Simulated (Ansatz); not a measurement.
Ideal-gas functions of F₃GaH₂S (`[F][Ga-]([F])([F])[SH2+]`) at 400 K and 1 bar, from an Ansatz frequency run at PBE0-D4/def2-TZVP.

Molar mass 160.8 g/mol, point group Cs (symmetry number 1), electronic degeneracy 1, moments of inertia 172.461, 272.949, 273.866 u Å². Harmonic wavenumbers (cm⁻¹, unscaled): 31, 97, 100, 181, 182, 206, 232, 489, 530, 637, 701, 713, 1197, 2698, 2710.

Use S(trans) = R[1.5 ln M + 2.5 ln T − 1.1517]; rotational temperatures θ = 24.2544 K / I; S(rot) = R[ln(√π/σ · √(T³/θAθBθC)) + 1.5]; for each mode x = 1.438777 ν̃/T, S = R[x/(eˣ − 1) − ln(1 − e⁻ˣ)] and H = RT x/(eˣ − 1); 1 cm⁻¹ = 0.0119627 kJ/mol; R = 8.31446 J/(mol·K).

By hand: the entropy, in J/(mol·K).

Translation 178.3. Rotation: θ = 0.1406, 0.0889, 0.0886 K, giving 120.2. Vibration, mode by mode: 26.56, 17.11, 16.86, 12.03, 11.98, 10.99, 10.06, 4.61, 4.10, 3.03, 2.53, 2.44, 0.60, 0.01, 0.01, in all 122.9. Electronic 0.0. Sum 421.4 J/(mol·K).

By hand: H − E and G − E in kJ/mol, counted from the electronic energy.

Zero-point energy ½ × 10704 × 0.0119627 = 64.0; thermal vibration 22.6; translation, rotation and pV give 4 RT = 13.3. H − E = 99.9 kJ/mol, and G − E = 99.9 − 400 × 421.4/1000 = -68.7 kJ/mol.

Vibration gives 29 % of the entropy, 60.5 J/(mol·K) of it from the modes under 150 cm⁻¹: soft modes count most, and the harmonic formula is weakest for them. The sum counts one conformer and one mirror image; others add a mixing term.
